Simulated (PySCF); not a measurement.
Charge on either side of a bond

Species: C4H4FNO2.
Atom-mapped SMILES: `[N:1]#[C:2][C@@:3]1([CH2:4][OH:5])[O:6][C@H:7]1[F:8]` (hydrogens: H9, H10 on C4; H11 on O5; H12 on C7)

Cartesian coordinates in Å at the GFN2-xTB level; atoms count from 1:
```
atom  x, y, z in Å
N1     1.146    2.254   -1.402
C2     0.780    1.253   -0.990
C3     0.277    0.018   -0.462
C4    -1.156    0.062    0.058
O5    -1.098    0.345    1.434
O6     0.692   -1.176   -1.100
C7     1.219   -0.949    0.137
F8     2.529   -0.655    0.190
H9    -1.716    0.831   -0.490
H10   -1.616   -0.919   -0.131
H11   -1.985    0.523    1.765
H12    0.928   -1.588    0.965
```

Atomic charges (e) from the PBE0/pcSseg-1 density (PySCF):

```
atom  Mulliken      IAO  Hirshfeld  ESP-fitted
  N1   -0.2283  -0.2060    -0.1949     -0.4649
  C2   +0.2154  +0.1294    +0.0768     +0.4958
  C3   -0.2057  +0.1334    +0.0717     -0.0892
  C4   +0.1596  -0.0561    +0.0075     +0.1122
  O5   -0.4401  -0.5454    -0.2213     -0.6445
  O6   -0.3498  -0.3562    -0.1294     -0.2781
  C7   +0.4962  +0.3654    +0.1271     +0.3635
  F8   -0.2678  -0.2786    -0.0848     -0.2082
  H9   +0.1313  +0.1445    +0.0501     +0.0765
 H10   +0.1214  +0.1416    +0.0454     +0.0747
 H11   +0.2407  +0.3617    +0.1796     +0.4404
 H12   +0.1272  +0.1663    +0.0725     +0.1219
```

Task: Cut each of the bonds C2–C3, C4–C3 and O5–C4 in turn and sum the charges on the side of the atom named first.

Result: In e; the other side holds the opposite charge:

| bond cut | piece | atoms | Mulliken | IAO | Hirshfeld | ESP-fitted |
| --- | --- | --- | --- | --- | --- | --- |
| C2–C3 | CN | 2 | -0.013 | -0.077 | -0.118 | +0.031 |
| C4–C3 | CH3O | 5 | +0.213 | +0.046 | +0.061 | +0.059 |
| O5–C4 | OH | 2 | -0.199 | -0.184 | -0.042 | -0.204 |

Extremes among these pieces. Mulliken: lowest OH at O5, highest CH3O at C4; IAO: lowest OH at O5, highest CH3O at C4; Hirshfeld: lowest CN at C2, highest CH3O at C4; ESP-fitted: lowest OH at O5, highest CH3O at C4.

Task: Do the schemes agree better on the pieces than on the single atoms at the cuts?

Result: The spread between schemes averages 0.159 e for the pieces and 0.353 e for the atoms named first; it is smaller for the piece at 3 of the 3 cuts. On average they agree better on the pieces. The sign differs between schemes (beyond ±0.03 e) for CN at C2.

Geometry: GFN2-xTB, one conformer, isolated molecule.
